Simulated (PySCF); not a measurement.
## Two-photon absorption: `CS(=O)(=O)c1ccc([O-])s1`, [C₅H₅O₃S₂]-, charge -1

Geometry (Å), atoms numbered from 1 in this order:
```xyz
15

C    -2.272    0.545    0.465
S    -1.368   -0.194   -0.906
O    -1.735   -1.620   -0.904
O    -1.710    0.639   -2.066
C     0.289   -0.048   -0.508
C     1.016   -1.038    0.141
C     2.261   -0.636    0.616
C     2.580    0.741    0.410
O     3.560    1.407    0.695
S     1.131    1.485   -0.497
H    -1.919    1.578    0.588
H    -3.336    0.524    0.191
H    -2.082   -0.045    1.370
H     0.603   -2.044    0.248
H     2.976   -1.286    1.121
```

Total charge -1.

Method used: TDDFT CAM-B3LYP/aug-cc-pVDZ excited states, vertical, gas phase (PySCF). Geometry: PBE0-D3(BJ)/def2-SVP.

For a gas-phase anion, states above the detachment energy (about 2.7 eV, taken as minus the energy of the highest occupied orbital) lie in the continuum and depend on the basis.

Give the one- and two-photon strengths of the lowest singlets.

δ for parallel linear polarisation; σ at the peak of a Lorentzian of half width 0.1 eV, single beam; Ω is circular over linear.
| state | E (eV) | f | photon λ (nm) | δ (au) | σ (GM) | Ω | main |
| --- | --- | --- | --- | --- | --- | --- | --- |
| S1 | 3.64 | 0.005 | 682 | 159 | 0.77 | 1.50 | HOMO→LUMO 0.51, HOMO→LUMO+1 0.41 |
| S2 | 3.96 | 0.006 | 626 | 172 | 0.99 | 0.89 | HOMO→LUMO+1 0.48, HOMO→LUMO 0.31 |
| S3 | 4.04 | 0.205 | 613 | 539 | 3.23 | 0.73 | HOMO→LUMO+5 0.65, HOMO→LUMO 0.10 |
| S4 | 4.34 | 0.003 | 571 | 36.4 | 0.25 | 1.46 | HOMO→LUMO+2 0.73, HOMO→LUMO+3 0.12 |
| S5 | 4.48 | 0.001 | 553 | 206 | 1.52 | 0.76 | HOMO→LUMO+6 0.23, HOMO→LUMO+3 0.15 |
| S6 | 4.60 | 0.007 | 539 | 65.5 | 0.51 | 1.50 | HOMO→LUMO+4 0.74 |

Among these, the strongest one-photon state is S3, the strongest two-photon state S3.
